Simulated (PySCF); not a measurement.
A calculated (PW91, PySCF 2.14, cc-pVDZ-X2C, the spin-free X2C one-electron Hamiltonian (Gaussian nucleus)) atom or ion has these occupied shells.

```json
{"shell": "1s α", "electrons": "1", "orbital energy (eV)": "-40207.0", "rms radius, mean of both spins (bohr)": "0.0280"}
{"shell": "1s β", "electrons": "1", "orbital energy (eV)": "-40207.0", "rms radius, mean of both spins (bohr)": "0.0280"}
{"shell": "2s α", "electrons": "1", "orbital energy (eV)": "-6459.2", "rms radius, mean of both spins (bohr)": "0.114"}
{"shell": "2s β", "electrons": "1", "orbital energy (eV)": "-6459.2", "rms radius, mean of both spins (bohr)": "0.114"}
{"shell": "2p α", "electrons": "3", "orbital energy (eV)": "-5795.1", "rms radius, mean of both spins (bohr)": "0.102"}
{"shell": "2p β", "electrons": "3", "orbital energy (eV)": "-5795.1", "rms radius, mean of both spins (bohr)": "0.102"}
{"shell": "3s α", "electrons": "1", "orbital energy (eV)": "-1410.6", "rms radius, mean of both spins (bohr)": "0.297"}
{"shell": "3s β", "electrons": "1", "orbital energy (eV)": "-1410.3", "rms radius, mean of both spins (bohr)": "0.297"}
{"shell": "3p α", "electrons": "3", "orbital energy (eV)": "-1198.6", "rms radius, mean of both spins (bohr)": "0.297"}
{"shell": "3p β", "electrons": "3", "orbital energy (eV)": "-1198.3", "rms radius, mean of both spins (bohr)": "0.297"}
{"shell": "3d α", "electrons": "5", "orbital energy (eV)": "-893.85", "rms radius, mean of both spins (bohr)": "0.275"}
{"shell": "3d β", "electrons": "5", "orbital energy (eV)": "-893.66", "rms radius, mean of both spins (bohr)": "0.275"}
{"shell": "4s α", "electrons": "1", "orbital energy (eV)": "-304.68", "rms radius, mean of both spins (bohr)": "0.677"}
{"shell": "4s β", "electrons": "1", "orbital energy (eV)": "-303.98", "rms radius, mean of both spins (bohr)": "0.677"}
{"shell": "4p α", "electrons": "3", "orbital energy (eV)": "-235.24", "rms radius, mean of both spins (bohr)": "0.719"}
{"shell": "4p β", "electrons": "3", "orbital energy (eV)": "-234.52", "rms radius, mean of both spins (bohr)": "0.719"}
{"shell": "4d α", "electrons": "5", "orbital energy (eV)": "-134.51", "rms radius, mean of both spins (bohr)": "0.802"}
{"shell": "4d β", "electrons": "5", "orbital energy (eV)": "-133.78", "rms radius, mean of both spins (bohr)": "0.802"}
{"shell": "5s α", "electrons": "1", "orbital energy (eV)": "-63.887", "rms radius, mean of both spins (bohr)": "1.59"}
{"shell": "5s β", "electrons": "1", "orbital energy (eV)": "-63.444", "rms radius, mean of both spins (bohr)": "1.59"}
{"shell": "5p α", "electrons": "3", "orbital energy (eV)": "-46.156", "rms radius, mean of both spins (bohr)": "1.82"}
{"shell": "5p β", "electrons": "3", "orbital energy (eV)": "-45.806", "rms radius, mean of both spins (bohr)": "1.82"}
{"shell": "4f α", "electrons": "1", "orbital energy (eV)": "-29.167", "rms radius, mean of both spins (bohr)": "1.20"}
```

Q: Name the element and its charge.

A: Ce³⁺ (cerium, charge +3), in [Xe] 4f1, 2F determinant.
